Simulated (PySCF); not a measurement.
Be2F2, SMILES [F][Be][Be][F]. Heavy atoms are numbered as in [F:1][Be:2][Be:3][F:4].

Geometry optimised at PBE0-D3(BJ)/def2-TZVP. Other conformers were not sampled.

The numbers are results of M06-2X/def2-TZVPD run with PySCF, not measurements.

Mulliken values depend strongly on the basis, most of all with diffuse functions as here. ESP charges are fitted to the potential on shells at 1.4 to 2.0 van der Waals radii. Atomic charges (e), one atom of each kind:

```
atom  ESP fit  meta-Löwdin  Mulliken
----  -------  -----------  --------
F1      -0.34        -0.86     -0.08
Be2      0.34         0.86      0.08
```
